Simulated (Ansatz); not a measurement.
System: C₅H₇Ge, net charge 0, doublet state. It need not be the lowest isomer of its formula. 
Structure (B3LYP-D3(BJ)/def2-TZVP (Ansatz, an electronic-structure program) minimum search):
```
C
C 1 1.3509
H 2 1.0825 1 125.57
C 2 1.4756 3 123.41 1 -180.00
C 4 1.3305 2 105.98 3 180.00
H 4 1.0794 5 128.53 2 -180.00
C 5 1.4878 4 113.52 6 -180.00
H 7 1.0943 5 112.37 4 -119.68
H 7 1.0943 8 106.93 5 123.73
Ge 1 1.9365 2 126.55 3 0.00
H 10 1.5380 1 108.58 2 0.00
H 10 1.5414 11 109.53 1 -121.00
H 10 1.5414 11 109.53 12 -117.99
```
Charge 0, spin multiplicity 2.

Wanted: atomisation energy (electronic, to ground-state atoms), in kcal/mol. Correlated levels leave the core frozen unless marked. Open shells are spin-unrestricted. Spin-orbit coupling is left out. The frozen core is the preceding noble-gas configuration, with the filled d and f shells of earlier blocks. Non-relativistic. The coupled-cluster limit lacks core correlation, which all-electron functionals hold. CBS marks a two-point X^-3 extrapolation of the correlation energy; Hartree-Fock from the larger set.

```json
[
 {"level": "HF/cc-pVQZ", "program": "Ansatz", "atomisation energy (kcal/mol)": "918.2"},
 {"level": "BLYP/def2-TZVPD", "program": "Ansatz", "atomisation energy (kcal/mol)": "1217.8"}
]
```

Task: Estimate the value at CCSD(T)/CBS(cc-pVTZ,cc-pVQZ) as computed with Ansatz.

Result: 1233.6 kcal/mol
